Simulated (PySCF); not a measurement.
YbP at ROHF-SCS-MP2

Level: ROHF-SCS-MP2. Yb x2c-TZVPall, P x2c-TZVPall; spin-free X2C with a Gaussian nucleus (PySCF 2.14).

| Quantity | Value |
| --- | --- |
| state | doublet, about 13.9 electrons in the 4f shell (Mulliken) |
| bond length | 255.9 pm |
| harmonic wavenumber | 283 cm⁻¹ |
| force constant | 1.24 mdyn/Å |
| rotational constant Be | 0.09792 cm⁻¹ |
| anharmonicity ωexe | 0.581 cm⁻¹ |
| vibration–rotation constant αe | 0.000377 cm⁻¹ |

Correlated steps freeze 23 core orbitals. These are scalar-relativistic numbers at best; spin–orbit coupling would shift them, the dissociation energy most. With d or f electrons several states lie close, and the lowest PBE0 determinant need not be the measured ground state.
